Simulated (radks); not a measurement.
Values are calculated unless marked as measured or tabulated.
Orbital eigenvalues (eV) of the selenium ion Se2+, [Ar] 3d10 4s2 4p2, of relativity; Dirac values are averaged over j with weights 2j + 1. Spin-unpolarised spherical Kohn-Sham, PBE, point nucleus unless stated (finite: rms radius 4.14 fm), a radial shooting solver on a logarithmic mesh with Libxc functionals. A level marked "c x" has the speed of light scaled by that factor and shares open shells by 2j + 1; other Dirac levels either fill j = l - 1/2 first or share by 2j + 1.

| shell | non-rel. |
|---|---|
| 1s | -12324 |
| 2s | -1584.7 |
| 2p | -1425.3 |
| 3s | -228.86 |
| 3p | -174.06 |
| 3d | -77.096 |
| 4s | -36.921 |
| 4p | -25.445 |

Give the values at the level "Dirac, 2j+1 shares, finite nucleus".

Answer. 
shell  Dirac, 2j+1 shares, finite nucleus  change of magnitude (%)
1s                                 -12524                    +1.62
2s                                -1629.3                    +2.82
2p                                -1436.2                    +0.76
3s                                -236.18                    +3.19
3p                                -175.72                    +0.95
3d                                -75.793                    -1.69
4s                                -37.628                    +1.92
4p                                -25.466                    +0.08
